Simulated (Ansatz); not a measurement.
Born–Oppenheimer molecular dynamics of C2H9FSi2 (14 atoms, charge 0, multiplicity 1). It starts from a relaxed structure.

Method: RKS PBE-D4/STO-3G (Ansatz).

```
ensemble                      : NVE (velocity Verlet)
time step                     : 0.5 fs
steps asked                   : 166
starting velocities drawn for : 400 K
seed                          : 221481
```

First frame:

```xyz
14
Properties=species:S:1:pos:R:3
Si -0.040 0.019 0.041
Si 0.070 -0.110 2.312
H -1.247 -0.276 2.912
H 0.880 -1.251 2.719
H 0.670 1.081 2.896
C 1.702 0.129 -0.695
H 2.296 -0.758 -0.415
H 1.671 0.176 -1.796
H 2.244 1.020 -0.336
F -0.901 1.350 -0.452
C -0.880 -1.526 -0.663
H -1.916 -1.632 -0.299
H -0.913 -1.500 -1.765
H -0.330 -2.435 -0.368
```

How far do the bonds stretch over the last three quarters of this one trajectory? (Pairs bonded in most of those frames.)


```
   bond  mean (Å)  spread (Å)  shortest  longest
Si1–Si2     2.294       0.043      2.21     2.35
 Si1–C6     1.896       0.032      1.86     1.95
Si1–F10     1.666       0.024      1.63     1.70
Si1–C11     1.912       0.031      1.87     1.96
 Si2–H3     1.456       0.001      1.45     1.46
 Si2–H4     1.457       0.014      1.44     1.48
 Si2–H5     1.457       0.012      1.44     1.47
  C6–H7     1.104       0.021      1.07     1.14
  C6–H8     1.105       0.020      1.06     1.14
  C6–H9     1.106       0.022      1.07     1.14
C11–H12     1.106       0.034      1.05     1.16
C11–H13     1.108       0.029      1.06     1.15
C11–H14     1.104       0.006      1.09     1.12
```

Mean temperature of the second half: 204 K. The conserved energy stayed within 0.34 meV per atom of its start (net change 0.11 meV per atom), so the integration is sound. Over the second half the temperature averaged 0.51 of the 400 K drawn at the start: a run that starts near a minimum puts about half its kinetic energy into the potential. A run of 0.083 ps of so small a system gives no equilibrium averages. Limits of this set-up: minimal basis.

Time of the run: 7.3 min on 1 thread of Arm Neoverse V2 (shared host), peak memory 0.097 GiB.
